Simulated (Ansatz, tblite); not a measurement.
Cost and result up the ladder for SiTe₂ (3 atoms). Charge 0, multiplicity 1. Geometry: r2SCAN-D4/def2-TZVP.

Cartesian coordinates in Å:
```
Si 0.993 0.363 0.879
Te -1.209 -0.770 0.608
Te 0.217 0.407 -1.488
```

Ansatz on 4 threads of AMD EPYC 9R45 on a shared host; xTB runs through tblite on one thread. Times are rough, summed over both states, and most runs start from the orbitals of an earlier one. RPA@PBE/def2-TZVP serves as the yardstick here, not as an exact answer. The other state is a triplet at its own geometry.

In the def2 sets Te takes a core potential; there is no spin–orbit coupling. The xTB rows come from tblite. Correlated methods freeze 13 core orbitals; core or outer-core shells of Te are correlated, in sets that lack core-valence functions. In CCSD on the charge 0 triplet the largest single amplitude is 0.16, so its Hartree–Fock determinant may place the open shell otherwise than the density functionals do. The structure comes from a short search, and lower isomers may exist.

Run but left out: HF/def2-TZVP, HF/def2-TZVPP, MP2/def2-TZVP, MP2/def2-TZVPP (triplet: ⟨S²⟩ 2.32, where a pure state has 2.00).

Correlated methods converge slowly with the basis.

xTB has no spin-polarisation term.

| level | functions | triplet − singlet (eV) | difference from RPA@PBE/def2-TZVP (eV) | remarks |
| --- | --- | --- | --- | --- |
| BLYP-D4/def2-TZVP | 137 | 0.91 | -0.09 | – |
| PBE0-D4/def2-TZVP | 137 | 1.02 | 0.02 | – |
| CCSD(T)/def2-TZVPP | 142 | 1.08 | 0.08 | spin-contaminated (⟨S²⟩ 2.32) (triplet) |
| BHLYP-D4/def2-TZVP | 137 | 1.00 | -0.01 | – |
| GFN2-xTB | 27 | 1.79 | 0.79 | – |
| GFN1-xTB | 27 | 1.85 | 0.85 | – |
| RPA@PBE/def2-TZVP | 137 | 1.00 | 0.00 | – |
| r2SCAN-D4/def2-TZVP (with forces) | 137 | 0.93 | -0.08 | – |
| PBE-D4/def2-TZVP | 137 | 0.99 | -0.02 | – |
| CAM-B3LYP-D4/def2-TZVP | 137 | 1.05 | 0.04 | – |
| LDA (SPW92)/def2-TZVP | 137 | 1.17 | 0.16 | – |

Question: Estimate how long each takes.

Answer: GFN1-xTB 0.004 s; GFN2-xTB 0.007 s; LDA (SPW92)/def2-TZVP 0.85 s; BLYP-D4/def2-TZVP 1.1 s; PBE-D4/def2-TZVP 1.2 s; PBE0-D4/def2-TZVP 1.9 s; r2SCAN-D4/def2-TZVP (with forces) 2.6 s; RPA@PBE/def2-TZVP 2.8 s; BHLYP-D4/def2-TZVP 3.1 s; CAM-B3LYP-D4/def2-TZVP 3.3 s; CCSD(T)/def2-TZVPP 15 s. On shared hardware such times vary by a factor of up to 3.
